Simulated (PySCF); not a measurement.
Al(Me)(OMe)(OEt), SMILES [Al]([O]C)([O]CC)[CH3] (C4H11AlO2), GFN2-xTB optimised geometry.

```
18

Al    -0.96     0.49     0.00
C     -1.83     2.28     0.00
H     -1.45     2.89    -0.81
H     -1.61     2.81     0.92
H     -2.91     2.21    -0.10
O     -1.92    -0.86     0.01
C     -2.74    -1.99     0.02
H     -3.48    -1.90     0.82
H     -3.27    -2.07    -0.94
H     -2.15    -2.89     0.17
O      0.69     0.49     0.00
C      2.07     0.27     0.00
C      2.40    -1.22     0.01
H      2.50     0.74    -0.89
H      2.50     0.75     0.89
H      1.98    -1.69    -0.88
H      3.48    -1.36     0.01
H      1.98    -1.69     0.89
```

Density from PBE0/def2-SVP in PySCF at that geometry.

Minimum of the electron density along straight lines between bonded atoms, close to the bond critical point (lines longer than 1.1 times the sum of covalent radii, or with two minima, are not listed):

```tsv
bond	length / Å	ρ at the minimum / e bohr⁻³	∇²ρ there / e bohr⁻⁵	position (fraction from the first atom)
Al1–C2	1.994	0.079	0.29	0.40
C2–H3	1.088	0.268	-0.94	0.62
C2–H4	1.089	0.268	-0.93	0.62
C2–H5	1.087	0.270	-0.95	0.62
Al1–O6	1.654	0.100	1.01	0.44
O6–C7	1.394	0.255	-0.27	0.66
C7–H8	1.094	0.281	-1.06	0.63
C7–H9	1.093	0.281	-1.06	0.63
C7–H10	1.093	0.281	-1.06	0.63
Al1–O11	1.652	0.101	1.02	0.44
O11–C12	1.393	0.256	-0.25	0.67
C12–C13	1.524	0.249	-0.59	0.50
C12–H14	1.098	0.280	-1.05	0.63
C12–H15	1.098	0.280	-1.05	0.63
C13–H16	1.088	0.276	-1.01	0.62
C13–H17	1.087	0.275	-1.00	0.62
C13–H18	1.088	0.276	-1.01	0.62
```
